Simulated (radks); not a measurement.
Values are calculated unless marked as measured or tabulated.
In34+, 15 electrons, occupied as [Ne] 3s2 3p3.

Level of theory: Dirac Kohn-Sham, LDA (Slater exchange, Perdew-Wang correlation), spin-unpolarised, spherical densities, finite nucleus; open shells are shared between the two j in proportion to 2j + 1; Fermi nuclear charge, rms radius 4.6156 fm (a radial shooting solver on a logarithmic mesh with Libxc functionals).

Energy parts (Ry):
part                        energy
total                  -9905.40994
kinetic                10486.35886
electron-nucleus      -21664.98069
Hartree                 1457.82454
exchange-correlation    -184.61265

Orbitals (lengths in bohr, moments of r in powers of bohr):
| orbital | occ. | eigenvalue (Ry) | <r^2> | <r> | small-component weight |
|---|---|---|---|---|---|
| 1s1/2 | 2 | -2176.296 | 0.001196 | 0.02973 | 3.23e-02 |
| 2s1/2 | 2 | -439.4621 | 0.01890 | 0.1266 | 6.98e-03 |
| 2p1/2 | 2 | -420.6494 | 0.01401 | 0.1070 | 6.97e-03 |
| 2p3/2 | 4 | -404.7752 | 0.01523 | 0.1120 | 6.68e-03 |
| 3s1/2 | 2 | -168.8439 | 0.1100 | 0.3107 | 2.58e-03 |
| 3p1/2 | 1 | -162.1180 | 0.1013 | 0.2961 | 2.53e-03 |
| 3p3/2 | 2 | -158.2440 | 0.1065 | 0.3038 | 2.46e-03 |

The highest occupied level is 3p3/2 at -2153.0 eV. The electron density at the nucleus is 1.749e+05 e/bohr^3. The density falls to 0.001 e/bohr^3 at r = 0.86 bohr. Summed over all electrons, <r^2> = 0.6633 bohr^2, which gives a Langevin (diamagnetic) susceptibility term of -0.525 x 10^-6 cm^3/mol.
